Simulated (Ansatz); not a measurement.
A run for Ansatz (a first-principles code): U-PBE/def2-TZVPP on CoN, 2S+1 = 5, a spin state set in the input, which need not be the lowest, a point of a bond scan (R = 1.628 Å).

Ansatz 0.2 input:
```yaml
crystal:
  periodic: [false, false, false]
  atoms:
    - {symbol: Co, position_ang: [0.00000000, 0.00000000, 0.00000000]}
    - {symbol: N, position_ang: [0.00000000, 0.00000000, 1.62809000]}
basis:
  gaussian:
    orbitals: def2-TZVPP
    pivot_positions_ang: [[0.00000000, 0.00000000, 0.00000000], [0.00000000, 0.00000000, 1.62809000]]
hamiltonian:
  xc: {name: PBE}
magnetization: {spin_polarized: true, initial_magnetization: 4}
output: {forces: true, orbitals: {seedname: ./end}}
```

Task: Predict the final total energy.

Result: -1437.1533 hartree.

Task: How many basis functions does it have, and what does it roughly cost on one machine?

Result: 95 functions; roughly 9 core-seconds.
